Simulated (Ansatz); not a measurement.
Molecule: sum formula H10Si4O (charge 0, singlet). 
Structure (B3LYP-D3(BJ)/def2-TZVP (Ansatz, a program for electronic structure) minimum search):
```
Si
O 1 1.6728
H 2 0.9610 1 117.74
Si 1 2.3436 2 106.47 3 -180.00
H 4 1.4829 1 111.19 2 -60.88
H 4 1.4829 5 109.07 1 -122.98
H 4 1.4846 5 108.72 6 -118.40
Si 1 2.3541 2 111.73 3 -60.50
H 8 1.4838 1 111.54 2 -62.42
H 8 1.4843 9 108.79 1 120.81
H 8 1.4862 9 108.22 10 117.55
Si 1 2.3541 2 111.73 3 60.50
H 12 1.4838 1 111.54 2 62.42
H 12 1.4843 13 108.79 1 -120.81
H 12 1.4862 13 108.22 14 -117.55
```

Property: atomisation energy (electronic, to ground-state atoms), in kcal/mol. Correlated levels leave the core frozen unless marked. Open shells are spin-unrestricted. No spin-orbit coupling. Non-relativistic unless marked X2C. The coupled-cluster limit lacks core correlation, which all-electron functionals hold. CBS(X,Y): correlation extrapolated as X^-3; Hartree-Fock from the larger set. [CCSD(T)-MP2]/basis is that difference in the basis named.

```csv
level,program,atomisation energy (kcal/mol),minus last row
HF/6-31G,Ansatz,678.7,-419.0
HF/6-31G*,Ansatz,797.1,-300.6
MP2/aug-cc-pV(D+d)Z,Ansatz,1014.1,-83.6
CCSD/cc-pV(Q+d)Z,Ansatz,1073.2,-24.5
X2C-CCSD(T)/cc-pVTZ-DK,Ansatz,1055.4,-42.3
"RI-MP2/CBS(cc-pV(T+d)Z,cc-pV(Q+d)Z)+[CCSD(T)-MP2]/cc-pV(Q+d)Z",Ansatz,1097.5,-0.2
"CCSD(T)/CBS(cc-pV(T+d)Z,cc-pV(Q+d)Z)",Ansatz,1097.7,0.0
```
